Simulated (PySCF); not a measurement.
# Electronic structure of Mn²⁺ (manganese, charge +2) at the UHF level

Configuration: [Ar] 3d4 4p1, one real determinant (an excited configuration). Calculation: PySCF 2.14, in x2c-TZVPPall; the spin-free X2C one-electron Hamiltonian (Gaussian nucleus).

```json
{
  "Total energy": "-1156.129541 hartree",
  "One-electron energy": "-1571.2942 hartree",
  "Hartree (Coulomb) energy": "465.9809 hartree",
  "Exchange energy": "-50.8162 hartree",
  "⟨S²⟩": "8.7518",
  "⟨L²⟩": "8.014",
  "Sum of ⟨r⟩": "16.32 bohr",
  "Sum of ⟨r²⟩": "23.28 bohr²",
  "Traceless quadrupole moment −½Σ⟨3z² − r²⟩ along its main axis": "-3.65 e·bohr²",
  "Langevin diamagnetic susceptibility": "-18.4 ×10⁻⁶ cm³/mol"
}
```

```csv
shell,electrons,mean orbital energy (hartree),spread (hartree),"rms radius, mean of both spins (bohr)"
1s α,1,-243.48737,0,0.0703
1s β,1,-243.48228,0,0.0703
2s α,1,-30.61032,0,0.302
2s β,1,-30.48929,0,0.302
2p α,3,-25.96622,0.00407,0.273
2p β,3,-25.84280,0.03085,0.273
3s α,1,-5.03222,0,0.906
3s β,1,-4.67400,0,0.906
3p α,3,-3.66810,0.05167,0.967
3p β,3,-3.23346,0.06699,0.967
3d α,4,-1.58602,0.04669,1.15
4p α,1,-0.71353,0,3.17
```

⟨L²⟩ = 8.01 against 12 for a pure F term, so this real determinant mixes terms.

Densities and radii are taken from the X2C orbitals without a picture-change correction, which distorts them close to the nucleus.

Spin-orbit constants ζ (cm⁻¹) from the X2C one-electron operator on these orbitals: bare nucleus, nucleus screened by l(l+1)(2l+1)/3 electrons, and screened by the Breit-Pauli mean field of the electrons.

| shell | bare | screened nucleus | mean field |
| --- | --- | --- | --- |
| 2p | 59190 | 54450 | 52260 |
| 3p | 7325 | 6739 | 6430 |
| 3d | 685.1 | 411.1 | 368.7 |
| 4p | 563.1 | 518.0 | 491.5 |

To first order the Landé constant is A = 81.93 cm⁻¹, so the lowest level has J = 1/2 and lies 0.102 eV below the centre of the term. This holds in LS coupling only.
